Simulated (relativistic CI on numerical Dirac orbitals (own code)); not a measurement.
## Ni2+ (3d8) in a crystal field

Calculated by Dirac-Coulomb-Breit CI, separate exchange-only KLI orbitals for each configuration, model QED (radiative potential, 1s self-energy scaled to tabulated hydrogen-like ionisation energies), valence Slater integrals scaled by 0.65, one configuration in a parametric crystal field (own radial code).

Field parameters in Wybourne normalisation: D3d B²₀ = −7Dσ, B⁴₀ = −14Dq − 21Dτ, B⁴₃ = −14√(10/7) Dq. The field is a parameter set, without covalency.

S is read from ⟨S²⟩ = S(S + 1).

Levels (cm⁻¹, degeneracy): 0 (1), 2 (2), 8214 (2), 8399 (2), 8410 (1), 8774 (2), 8839 (1), 8964 (1), 12487 (2), 13229 (1), 13634 (2), 14081 (1).

(1) Which field gives this pattern?
A. D3d, 10Dq = 8250, Dσ = -550, Dτ = 70 cm⁻¹
B. D3d, 10Dq = 8250, Dσ = -110, Dτ = 70 cm⁻¹
C. D3d, 10Dq = 8250, Dσ = 760, Dτ = 70 cm⁻¹
D. D3d, 10Dq = 8250, Dσ = -1200, Dτ = 70 cm⁻¹

Answers

(1) B. D3d, 10Dq = 8250, Dσ = -110, Dτ = 70 cm⁻¹, ground level with S = 1.00.
